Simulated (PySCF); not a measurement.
Spinor energies of Bi (bismuth, neutral)

Start: [Xe] 4f14 5d10 6s2 6p3; 6p1/2 filled at m_j = -1/2, +1/2; 6p3/2 filled at m_j = +3/2. Calculated with PySCF 2.14 in x2c-TZVPPall-2c with one added diffuse shell each of s, p, d, f type (12s12p10d4f, 126 functions): generalised Hartree-Fock with the X2C-1e Hamiltonian and a Gaussian nucleus; spin-orbit coupling (SO) screened by Boettger's factors.

```csv
spinor shell,electrons,"ε, screened SO (eV)",weight of nominal j (screened SO),"rms radius, screened SO (bohr)"
1s1/2,2,-91009.5,1.000,0.0178
2s1/2,2,-16507.3,1.000,0.0718
2p1/2,2,-15835.6,1.000,0.0606
2p3/2,4,-13511.2,1.000,0.0691
3s1/2,2,-4057.3,1.000,0.183
3p1/2,2,-3754.8,1.000,0.175
3p3/2,4,-3227.2,1.000,0.192
3d3/2,4,-2737.0,1.000,0.168
3d5/2,6,-2625.5,1.000,0.172
4s1/2,2,-970.56,1.000,0.401
4p1/2,2,-837.90,1.000,0.404
4p3/2,4,-706.03,1.000,0.438
4d3/2,4,-490.04,1.000,0.446
4d5/2,6,-464.75,1.000,0.457
4f5/2,6,-181.70,1.000,0.479
5s1/2,2,-181.09,1.000,0.890
4f7/2,8,-176.25,1.000,0.481
5p1/2,2,-132.91,1.000,0.952
5p3/2,4,-107.43,1.000,1.04
5d3/2,4,-37.338,0.998,1.30
5d5/2,6,-33.893,0.999,1.34
6s1/2,2,-18.310,1.000,2.40
6p1/2,2,-9.256,0.817,3.05
6p3/2,1,-7.580,1.000,3.39
```

```tsv
quantity	screened SO
E (hartree)	-21555.00111
M_J	3/2
⟨J²⟩	3.779
⟨L²⟩	0.813
⟨S²⟩	3.241
```

Each row is a mean over spinors that exchange with the open shell spreads, by up to 4.545 eV (6s1/2).

Rows whose weight is well below 1 are mixtures of j = l ± 1/2: exchange outweighs spin-orbit coupling there, and the label is only the starting occupation.

Breit and QED terms are absent; they matter most for the inner s and p1/2 levels.

Densities and radii are taken from the X2C orbitals without a picture-change correction, which distorts them close to the nucleus.
